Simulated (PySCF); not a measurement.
Delta-SCF ions had no search for a lower state. Excitations are Tamm–Dancoff values on a coarser integration grid. The basis has no diffuse functions, so Rydberg states are missing or too high.

**H$_{4}$OSi, SMILES `O[SiH3]` (charge 0, multiplicity 1)**

Method: PBE0-D4/def2-TZVP (PySCF).

```json
{
  "HOMO": "-8.73 eV",
  "dipole_moment": "1.36 D",
  "LUMO": "0.04 eV",
  "HOMO–LUMO gap": "8.77 eV",
  "S1 excitation (TDA)": "7.14 eV",
  "S1 oscillator strength": "0.002",
  "T1 excitation (TDA)": "6.72 eV",
  "S1–T1 gap (TDA)": "0.42 eV",
  "vertical ionisation energy (Delta-SCF)": "11.25 eV",
  "total_energy": "-366.9893 Ha",
  "cost": "about 29 core-seconds (a rough figure)"
}
```

```xyz
6

O      1.2248     0.0139    -0.3586
Si    -0.3875    -0.0505    -0.0242
H      1.7995     0.4263     0.2867
H     -0.9696     1.3101     0.1393
H     -1.0152    -0.7308    -1.1797
H     -0.6599    -0.8166     1.2230
```
Charge 0, spin multiplicity 1.
